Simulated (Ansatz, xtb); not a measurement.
## F2GeH4Si: which of two isomers lies lower

We compare I, `F[SiH](F)[GeH3]`, a singlet, with II, `F[SiH2][GeH2][F]`, a singlet. Both are isolated molecules in the gas phase, relaxed with PBE0-D3(BJ)/def2-SVP; each stands in its lowest conformer found.

Quicker runs give these differences E(II) − E(I): GFN2-xTB +29.1 kJ/mol; HF/STO-3G +81.0 kJ/mol (at GFN2-xTB geometries); r2SCAN-D4/def2-SVP +94.4 kJ/mol (at GFN2-xTB geometries).

Q: Estimate E(II) − E(I) at the level CCSD(T)/def2-SVP + ΔMP2/def2-TZVPP.

A: Calculated at CCSD(T)/def2-SVP + ΔMP2/def2-TZVPP: E(II) − E(I) = +101.9 kJ/mol, so structure I lies lower.

Level by level:

```csv
level,geometry,E(II) − E(I) (kJ/mol),departure from the last row (kJ/mol),"job, with rough time for the two"
GFN2-xTB,GFN2-xTB,+29.1,−72.8,"optimisation, 0.21 s"
HF/STO-3G,GFN2-xTB,+81.0,−21.0,"single point, 1.3 s"
r2SCAN-D4/def2-SVP,GFN2-xTB,+94.4,−7.5,"single point, 9 s"
PBE0-D3(BJ)/def2-SVP,PBE0-D3(BJ)/def2-SVP,+90.5,−11.4,"optimisation, 2.2 min"
HF/def2-SVP,PBE0-D3(BJ)/def2-SVP,+85.3,−16.7,part of the CCSD(T) run
MP2/def2-SVP,PBE0-D3(BJ)/def2-SVP,+93.3,−8.6,part of the CCSD(T) run
CCSD(T)/def2-SVP,PBE0-D3(BJ)/def2-SVP,+91.2,−10.8,single point
CCSD(T)/def2-SVP + ΔMP2/def2-TZVPP,PBE0-D3(BJ)/def2-SVP,+101.9,,"single point, 71 s"
```

As drawn, II has 1 F–Ge, 1 Si–H in place of 1 F–Si, 1 Ge–H.

None of the levels shown reverses the order. The largest departure from CCSD(T)/def2-SVP + ΔMP2/def2-TZVPP is that of GFN2-xTB, 72.8 kJ/mol. The last row adds to CCSD(T) the change of the MP2 difference between the two basis sets, here +10.8 kJ/mol.

With harmonic frequencies from PBE0-D3(BJ)/def2-SVP (ideal gas, rigid rotor, one conformer each, 298.15 K, 1 atm): on the last row, ΔE + ΔZPE = +102.2 kJ/mol. A mode under 50 cm⁻¹ makes harmonic enthalpies and free energies unreliable, so none is given.

The correlated steps freeze 16 core orbitals; the filled d shell of Ge is correlated, in a basis made for valence electrons. Codes used: Ansatz 0.2.0, xtb 6.7.1; the last row on 1 thread of AMD EPYC 7R43 64-Core Processor (Zen 3) on a shared host.
